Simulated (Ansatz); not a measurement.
Cost and result for the atomization energy of C6H21GeNSi2 (`C[Si](C)(C)[N]([GeH3])[Si](C)(C)C`) (31 atoms, 30 bonds).

Z-matrix (Å, degrees):
```
C
Si 1 1.873
H 1 1.094 2 109.4
H 1 1.093 2 110.8 3 118.6
H 1 1.090 2 113.0 3 -119.8
C 2 1.874 1 109.7 3 68.5
C 2 1.876 1 106.8 3 -48.2
N 2 1.743 1 112.0 3 -168.0
H 6 1.093 2 112.1 1 63.9
H 6 1.094 2 111.0 1 -56.5
H 6 1.094 2 110.4 1 -176.1
H 7 1.094 2 108.4 1 57.9
H 7 1.093 2 112.1 1 -60.5
H 7 1.093 2 113.2 1 176.7
Ge 8 1.851 2 117.5 1 132.0
Si 8 1.745 2 125.7 1 -59.4
H 15 1.541 8 110.8 2 53.6
H 15 1.539 8 110.7 2 -67.8
H 15 1.538 8 108.1 2 172.6
C 16 1.873 8 111.7 2 13.6
C 16 1.874 8 110.2 2 132.6
C 16 1.875 8 110.1 2 -106.4
H 20 1.092 16 112.0 8 68.1
H 20 1.094 16 107.9 8 -173.8
H 20 1.092 16 113.5 8 -55.0
H 21 1.093 16 110.5 8 -58.2
H 21 1.094 16 110.3 8 -177.4
H 21 1.092 16 112.6 8 62.5
H 22 1.094 16 111.0 8 -179.2
H 22 1.093 16 111.9 8 -59.0
H 22 1.094 16 110.5 8 61.1
```

The species carries charge 0 and has multiplicity 1. Correlated methods include outer-core shells of Ge, which these sets cover unevenly. Scalar relativity is left out up to krypton. The geometry is a stationary point of PBE0-D4/def2-TZVP. It is one conformer, not always the lowest. Program: Ansatz. All runs use 11 threads of an AMD EPYC 7R13 on a shared host and a whole NVIDIA H100 80 GB. Times are those of one run each, without the atoms' runs, and a repeat can differ threefold. Electronic energies, without spin–orbit coupling; frozen cores. CCSD(T)/CBS adds CCSD(T) − MP2 in def2-TZVPP to the MP2 limit, and its time is that of the two runs behind it. T1 = 0.011. With those shells the extrapolation isn't a true limit. B3LYP takes the VWN-RPA correlation (the form of Gaussian; ORCA's B3LYP/G). HSE06 is the plane-wave form, built on full-range PBE exchange.

CCSD(T)/CBS is a level of theory with its own doubt, some kJ/mol a heavy atom from the limit and from the frozen cores, so smaller differences don't rank the functionals.

```json
{"level": "CCSD(T)/CBS(def2)", "functions": "–", "atomization (kJ/mol)": "11562.9", "difference from CCSD(T)/CBS": "0.0", "per bond": "0.0"}
{"level": "CCSD(T)/def2-SVP", "functions": "271", "atomization (kJ/mol)": "10949.9", "difference from CCSD(T)/CBS": "-613.0", "per bond": "-20.4"}
{"level": "BHLYP-D4/def2-TZVPP", "functions": "643", "atomization (kJ/mol)": "11361.0", "difference from CCSD(T)/CBS": "-201.9", "per bond": "-6.7"}
{"level": "revPBE-D4/def2-TZVPP", "functions": "643", "atomization (kJ/mol)": "11429.9", "difference from CCSD(T)/CBS": "-133.0", "per bond": "-4.4"}
{"level": "HSE06-D4/def2-TZVPP", "functions": "643", "atomization (kJ/mol)": "11559.7", "difference from CCSD(T)/CBS": "-3.2", "per bond": "-0.1"}
{"level": "r2SCANh-D4/def2-TZVPP", "functions": "643", "atomization (kJ/mol)": "11528.8", "difference from CCSD(T)/CBS": "-34.1", "per bond": "-1.1"}
{"level": "B3LYP-D4/def2-TZVPP (with forces)", "functions": "643", "atomization (kJ/mol)": "11552.6", "difference from CCSD(T)/CBS": "-10.3", "per bond": "-0.3"}
{"level": "BLYP-D4/def2-TZVPP", "functions": "643", "atomization (kJ/mol)": "11457.0", "difference from CCSD(T)/CBS": "-105.9", "per bond": "-3.5"}
{"level": "B97M-V/def2-TZVPP", "functions": "643", "atomization (kJ/mol)": "11597.1", "difference from CCSD(T)/CBS": "34.2", "per bond": "1.1"}
{"level": "r2SCAN-D4/def2-TZVPP (with forces)", "functions": "643", "atomization (kJ/mol)": "11563.8", "difference from CCSD(T)/CBS": "0.9", "per bond": "0.0"}
{"level": "MP2/def2-QZVPP", "functions": "1258", "atomization (kJ/mol)": "11519.8", "difference from CCSD(T)/CBS": "-43.1", "per bond": "-1.4"}
{"level": "CCSD(T)/def2-TZVPP", "functions": "643", "atomization (kJ/mol)": "11311.6", "difference from CCSD(T)/CBS": "-251.3", "per bond": "-8.4"}
{"level": "LDA (SPW92)/def2-TZVPP", "functions": "643", "atomization (kJ/mol)": "12942.7", "difference from CCSD(T)/CBS": "1379.8", "per bond": "46.0"}
```

Problem. Order the runs by time, with rough figures. (An estimate is asked.)

Solution. The calculation gave: revPBE-D4/def2-TZVPP 2.4 s; BLYP-D4/def2-TZVPP 2.4 s; LDA (SPW92)/def2-TZVPP 2.5 s; r2SCANh-D4/def2-TZVPP 2.9 s; BHLYP-D4/def2-TZVPP 2.9 s; HSE06-D4/def2-TZVPP 3 s; r2SCAN-D4/def2-TZVPP (with forces) 3.1 s; B3LYP-D4/def2-TZVPP (with forces) 3.3 s; B97M-V/def2-TZVPP 3.4 s; CCSD(T)/def2-SVP 6 s; MP2/def2-QZVPP 11 s; CCSD(T)/def2-TZVPP 100 s; CCSD(T)/CBS(def2) 110 s.

From BLYP to BHLYP (50 % exact exchange), in def2-TZVPP and without D4, the atomization energy moves by −14.6 kJ/mol: exact exchange takes away binding that semilocal exchange gives to molecules. In def2-TZVPP, CCSD(T) changes the Hartree–Fock value by +2613.1 kJ/mol (the triples alone add +133.0 kJ/mol) and MP2 by +2673.1 kJ/mol; breaking electron pairs costs correlation energy, which Hartree–Fock lacks. Leaving LDA and LC-ωPBE aside and taking each functional with its dispersion term where it has one, the values, not all of them listed here, spread over 277.1 kJ/mol, from BHLYP-D4 to PBE-D4. LDA lies +1404.3 kJ/mol from PBE without D4, its usual overbinding.
